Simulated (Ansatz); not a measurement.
Two members of one family (Series SnH3X), computed with Ansatz in the gas phase; def2 core potentials for Sn, no spin–orbit coupling. The two geometries come from different levels. Binding counts from free atoms in the multiplicity of their measured ground term, without zero-point energy. A dash marks a value that wasn't run or was left out as unsound. The structures are stationary points that may keep the symmetry of their start.

First: Sn(eta1-allyl)H3 (singlet, charge 0, PBE-D4/def2-SVP geometry).

Cartesian coordinates in Å:
```
Sn -1.059 1.514 -0.540
C -0.480 -0.179 0.741
C 0.386 -1.134 -0.006
C 1.721 -1.264 0.131
H -1.432 -0.643 1.073
H 0.031 0.253 1.625
H -0.129 -1.765 -0.755
H 2.287 -0.659 0.861
H 2.293 -1.980 -0.477
H -1.747 0.902 -2.006
H 0.353 2.440 -0.909
H -2.225 2.515 0.264
```

```
                level  HOMO (eV)  LUMO (eV)  gap (eV)  vertical IE (eV)  vertical triplet (eV)  binding per atom (eV)
LDA (SPW92)/def2-TZVP      -5.97      -1.40      4.57                 –                      –                   4.10
     PBE-D4/def2-TZVP      -5.81      -1.19      4.62              8.64                   3.92                   3.67
  r2SCAN-D4/def2-TZVP      -5.97      -0.93      5.04              8.59                   3.72                   3.62
 r2SCAN-D4/def2-TZVPD      -5.98      -0.97      5.01                 –                      –                   3.62
     PBE0-D4/def2-SVP      -6.77      -0.03      6.74                 –                      –                   3.64
```

Second: Sn(OEt)H3 (singlet, charge 0, B3LYP-D4/def2-SVP geometry).

Cartesian coordinates in Å:
```
Sn 0.2028 -1.3241 -1.8567
O -0.4206 0.0649 -0.5567
C 0.1938 0.2117 0.7047
C -0.4712 1.3604 1.4460
H 0.1068 -0.7160 1.3099
H 1.2825 0.4181 0.6072
H -0.0188 1.5042 2.4408
H -0.3667 2.2954 0.8723
H -1.5460 1.1593 1.5738
H -0.8496 -1.1102 -3.1889
H 0.0377 -2.8689 -1.1120
H 1.8494 -0.9947 -2.2404
```

Q: What does the change do? Estimate second minus first.

A: 
| level | Δ HOMO (eV) | Δ LUMO (eV) | Δ gap (eV) | Δ vertical IE (eV) | Δ vertical triplet (eV) | Δ binding per atom (eV) |
| --- | --- | --- | --- | --- | --- | --- |
| LDA (SPW92)/def2-TZVP | 0.01 | -0.11 | -0.13 | – | – | -0.15 |
| PBE-D4/def2-TZVP | -0.05 | -0.08 | -0.04 | 0.52 | 0.98 | -0.17 |
| r2SCAN-D4/def2-TZVP | -0.19 | 0.04 | 0.23 | 0.65 | 1.34 | -0.16 |
| r2SCAN-D4/def2-TZVPD | -0.21 | 0.03 | 0.24 | – | – | -0.16 |
| PBE0-D4/def2-SVP | -0.45 | -0.13 | 0.32 | – | – | -0.18 |
